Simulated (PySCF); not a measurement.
## UHF on Ca⁺ (calcium, charge +1)

Configuration: [Ar] 3d1, 2D determinant (an excited configuration). Calculation: PySCF 2.14, in aug-cc-pwCVQZ-X2C; the spin-free X2C one-electron Hamiltonian (Gaussian nucleus).

```
Total energy                                                  : -679.374669 hartree
One-electron energy                                           : -928.2198 hartree
Hartree (Coulomb) energy                                      : 284.3464 hartree
Exchange energy                                               : -35.5013 hartree
⟨S²⟩                                                          : 0.7518
⟨L²⟩                                                          : 6.019
Sum of ⟨r⟩                                                    : 15.26 bohr
Sum of ⟨r²⟩                                                   : 23.20 bohr²
Traceless quadrupole moment −½Σ⟨3z² − r²⟩ along its main axis : 2.01 e·bohr²
Langevin diamagnetic susceptibility                           : -18.4 ×10⁻⁶ cm³/mol
```

```
shell  electrons  mean orbital energy (eV)  spread (eV)  rms radius, mean of both spins (bohr)
 1s β          1                   -4087.6            0                                 0.0888
 1s α          1                   -4087.6            0                                 0.0888
 2s α          1                   -463.78            0                                  0.393
 2s β          1                   -463.64            0                                  0.393
 2p α          3                   -373.41        0.057                                  0.362
 2p β          3                   -373.27        0.250                                  0.362
 3s α          1                   -64.243            0                                   1.25
 3s β          1                   -63.350            0                                   1.25
 3p α          3                   -39.817        0.688                                   1.40
 3p β          3                   -38.587        1.065                                   1.40
 3d α          1                    -9.793            0                                   2.67
```

Densities and radii are taken from the X2C orbitals without a picture-change correction, which distorts them close to the nucleus.

Spin-orbit constants ζ (cm⁻¹) from the X2C one-electron operator on these orbitals: bare nucleus, nucleus screened by l(l+1)(2l+1)/3 electrons, and screened by the Breit-Pauli mean field of the electrons.

| shell | bare | screened nucleus | mean field |
| --- | --- | --- | --- |
| 2p | 21480 | 19330 | n/a |
| 3p | 2005 | 1805 | n/a |
| 3d | 79.92 | 39.96 | n/a |

To first order the Landé constant is A = 39.96 cm⁻¹, so the lowest level has J = 3/2 and lies 0.00743 eV below the centre of the term.
